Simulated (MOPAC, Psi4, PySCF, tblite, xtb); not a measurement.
Intermolecular potential of O2S ··· H6Si2 (SMILES O=S=O and [SiH3][SiH3]). Monomers: optimised at B3LYP-D3(BJ) (def2-TZVP), held rigid. Orientation: a higher rigid-body minimum at GFN2-xTB. Only R, the distance of the centres of mass, is varied, so the lowest point isn't the relaxed dimer.

Geometry at R = 3.50 Å (first 3 atoms: monomer A):
```
11

O     -1.2410     0.2320     0.0000
S      0.0046    -0.4877     0.0000
O      1.2363     0.2557     0.0000
Si    -0.9755    -0.3193    -3.3156
Si    -1.4636     1.9471    -2.9675
H     -2.2200    -1.1253    -3.2784
H     -0.0576    -0.8157    -2.2615
H     -0.3273    -0.5091    -4.6362
H     -0.2190     2.7531    -3.0047
H     -2.3814     2.4435    -4.0217
H     -2.1119     2.1368    -1.6470
```

- GFN2-xTB (tblite)
- GFN1-xTB (xtb)
- RKS-LDA (SVWN5)/6-31G* = restricted LDA (SVWN5)/6-31G*, spherical d, no counterpoise correction (PySCF)
- SCS-MP2/aug-cc-pVDZ = DF-SCS-MP2/aug-cc-pVDZ, frozen core, counterpoise-corrected (Psi4)
- PM3, restricted, heats of formation (MOPAC)

Interaction energies in kcal/mol (negative: bound); R is the distance of the centres of mass, d the S2···H7 distance.

| R / Å | d / Å | GFN2-xTB | GFN1-xTB | RKS-LDA (SVWN5)/6-31G* | SCS-MP2/aug-cc-pVDZ | PM3 |
|---|---|---|---|---|---|---|
| 2.88 | 1.78 | 4.13 | -13.67 | 10.59 | 30.02 | 10.88 |
| 3.08 | 1.94 | -1.77 | -13.21 | 2.95 | 17.44 | 6.73 |
| 3.29 | 2.11 | -4.57 | -11.22 | -1.11 | 9.23 | 4.38 |
| 3.50 | 2.29 | -5.30 | -8.82 | -2.86 | 4.37 | 2.43 |
| 3.69 | 2.45 | -5.05 | -6.76 | -3.34 | 1.83 | 1.26 |
| 3.87 | 2.61 | -4.46 | -5.12 | -3.26 | 0.45 | 0.70 |
| 4.19 | 2.90 | -3.30 | -3.06 | -2.56 | -0.58 | 0.29 |
| 4.49 | 3.18 | -2.42 | -1.94 | -1.77 | -0.76 | 0.11 |
| 4.97 | 3.63 | -1.51 | -1.11 | -0.82 | -0.60 | -0.06 |
| 5.68 | 4.31 | -0.79 | -0.65 | -0.20 | -0.31 | -0.14 |
| 6.70 | 5.30 | -0.35 | -0.39 | -0.02 | -0.11 | -0.14 |
| 8.00 | 6.57 | -0.15 | -0.27 | 0.00 | -0.04 | -0.10 |

Lowest grid point: GFN2-xTB -5.30 kcal/mol at R = 3.50 Å; GFN1-xTB -13.67 kcal/mol at R = 2.88 Å; RKS-LDA (SVWN5)/6-31G* -3.34 kcal/mol at R = 3.69 Å; SCS-MP2/aug-cc-pVDZ -0.76 kcal/mol at R = 4.49 Å; PM3 -0.14 kcal/mol at R = 5.68 Å.
